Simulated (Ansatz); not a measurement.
Start from `BC1[SiH2]S1` and change one atom or group to get `[SiH3]OC1[SiH2]S1`.

Ansatz, PBE0-D4/def2-TZVP geometries, multiplicity 1. Each molecule was computed in one conformer, which needn't be the lowest.

```json
{"property": "HOMO energy (PBE/def2-TZVPP) / eV", "`BC1[SiH2]S1`": "-5.98"}
{"property": "HOMO energy (B3LYP/def2-TZVPP) / eV", "`BC1[SiH2]S1`": "-6.91"}
{"property": "HOMO–LUMO gap (ωB97M-V/def2-TZVPP) / eV", "`BC1[SiH2]S1`": "10.12"}
{"property": "LUMO energy (ωB97M-V/def2-TZVPP) / eV", "`BC1[SiH2]S1`": "0.78"}
{"property": "HOMO–LUMO gap (PBE0/def2-TZVPP) / eV", "`BC1[SiH2]S1`": "6.05"}
{"property": "HOMO energy (PBE0/def2-TZVPP) / eV", "`BC1[SiH2]S1`": "-7.17"}
```

**Question.** What does the change do to each property? (Best estimate.)

**Answer.** Computed: 
```
                               property  `[SiH3]OC1[SiH2]S1`  shift
      HOMO energy (PBE/def2-TZVPP) / eV                -6.07  -0.09
    HOMO energy (B3LYP/def2-TZVPP) / eV                -6.99  -0.08
HOMO–LUMO gap (ωB97M-V/def2-TZVPP) / eV                10.56   0.44
  LUMO energy (ωB97M-V/def2-TZVPP) / eV                 1.15   0.37
   HOMO–LUMO gap (PBE0/def2-TZVPP) / eV                 6.65   0.60
     HOMO energy (PBE0/def2-TZVPP) / eV                -7.24  -0.07
```

With PBE0 the HOMO falls by 0.07 eV and the LUMO rises by 0.53 eV, so the gap widens by about 0.60 eV. PBE moves the HOMO by -0.09 eV and ωB97M-V by -0.07 eV.

B3LYP here is the variant with VWN-RPA as its local correlation; programs differ in this.
